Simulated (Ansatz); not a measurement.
Cost and result for the atomization energy of `C#C[SiH](F)Cl` (7 atoms, 6 bonds).

```xyz
7

C    -1.0590    1.1085   -1.2724
C    -0.3955    0.4312   -0.5286
Si    0.6319   -0.5453    0.5928
F     0.9219   -1.9543   -0.0743
Cl   -0.3664   -0.8553    2.3348
H    -1.6499    1.7048   -1.9304
H     1.9171    0.1104    0.8780
```

Total charge 0; spin multiplicity 1. Geometry: relaxed with PBE0-D4/def2-TZVP. Program: Ansatz. All runs use 2 threads of a server CPU on a shared host. Times are those of one run each, without the atoms' runs, and a repeat can differ threefold. Electronic energies, without spin–orbit coupling; frozen cores. CCSD(T)/CBS adds CCSD(T) − MP2 in def2-TZVPP to the MP2 limit, and its time is that of the two runs behind it. T1 = 0.012. B3LYP takes the VWN-RPA correlation (the form of Gaussian; ORCA's B3LYP/G). HSE06 is the plane-wave form, built on full-range PBE exchange.

CCSD(T)/CBS is a level of theory with its own doubt, some kJ/mol a heavy atom from the limit and from the frozen cores, so smaller differences don't rank the functionals.

| level | functions | wall time | atomization (kJ/mol) | difference from CCSD(T)/CBS | per bond |
| --- | --- | --- | --- | --- | --- |
| LDA (SPW92)/def2-TZVPP | 205 | 1.1 s | 3336.7 | 408.0 | 68.0 |
| PBE-D4/def2-TZVPP (with forces) | 205 | 1.8 s | 2984.6 | 55.9 | 9.3 |
| CCSD(T)/def2-SVP | 88 | 2.2 s | 2722.8 | -205.9 | -34.3 |
| HSE06-D4/def2-TZVPP | 205 | 2.4 s | 2919.6 | -9.1 | -1.5 |
| CAM-B3LYP-D4/def2-TZVPP | 205 | 2.5 s | 2914.8 | -13.9 | -2.3 |
| r2SCAN-D4/def2-TZVPP (with forces) | 205 | 2.9 s | 2931.0 | 2.3 | 0.4 |
| B3LYP-D4/def2-TZVPP (with forces) | 205 | 3.3 s | 2900.8 | -27.9 | -4.7 |
| PBE-QIDH/def2-TZVPP | 205 | 3.7 s | 2911.1 | -17.6 | -2.9 |
| B97M-V/def2-TZVPP | 205 | 4.5 s | 2934.4 | 5.7 | 0.9 |
| ωB97X-V/def2-TZVPP | 205 | 5.5 s | 2918.8 | -9.9 | -1.7 |
| MP2/def2-QZVPP | 371 | 13 s | 3005.6 | 76.9 | 12.8 |
| CCSD(T)/def2-TZVPP | 205 | 35 s | 2839.6 | -89.1 | -14.9 |
| CCSD(T)/CBS(def2) | – | 47 s | 2928.7 | 0.0 | 0.0 |

From r2SCAN to r2SCAN0 (25 % exact exchange), in def2-TZVPP and without D4, the atomization energy moves by −64.4 kJ/mol: exact exchange takes away binding that semilocal exchange gives to molecules. At CCSD(T), def2-SVP lies −205.9 kJ/mol from the extrapolated value and def2-TZVPP −89.2 kJ/mol: correlation converges slowly with the basis, and small sets miss more of it in the bonded molecule than in its fragments. Leaving LDA and LC-ωPBE aside and taking each functional with its dispersion term where it has one, the values, not all of them listed here, spread over 178.4 kJ/mol, from BHLYP-D4 to PBE-D4. LDA lies +368.7 kJ/mol from PBE without D4, its usual overbinding.
